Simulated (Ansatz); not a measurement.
System: GaH₂, charge 0, doublet. GaH2 (SMILES [GaH2], doublet).
B3LYP-D3(BJ)/def2-TZVP minimum from Ansatz (a program for electronic structure):
```
Ga
H 1 1.6011
H 1 1.6011 2 119.92
```
Charge 0, spin multiplicity 2.

Hartree-Fock and MP2 correlation energies in hartree (Ansatz). Radicals and triplets start from unrestricted determinants; spin-orbit coupling is neglected. Cores are frozen in correlated methods (noble-gas shells, and filled d and f shells in the p block). No relativity. The spin of H2Ga ([GaH2], doublet) was assumed, and the state is the lowest solution found for it.

```csv
basis,X,E(HF),"E(corr, MP2)"
cc-pVTZ,3,-1924.39877,-0.06691
cc-pVQZ,4,-1924.40227,-0.07144
cc-pV5Z,5,-1924.40267,withheld
```

**Question.** Fit E(corr) = E∞ + A/X³ to X = 3 and 4, predict X = 5, and compare with the run.

**Answer.** A = (-0.06691 - (-0.07144))/(1/27 - 1/64) = 0.2116; E∞ = -0.07144 - A/64 = -0.07475; at X = 5, E∞ + A/125 = -0.07305. The run gave -0.07313, 0.08 mEh below the prediction. The same form on X = 4 and 5 gives E∞ = -0.07490, 0.16 mEh below the first estimate.
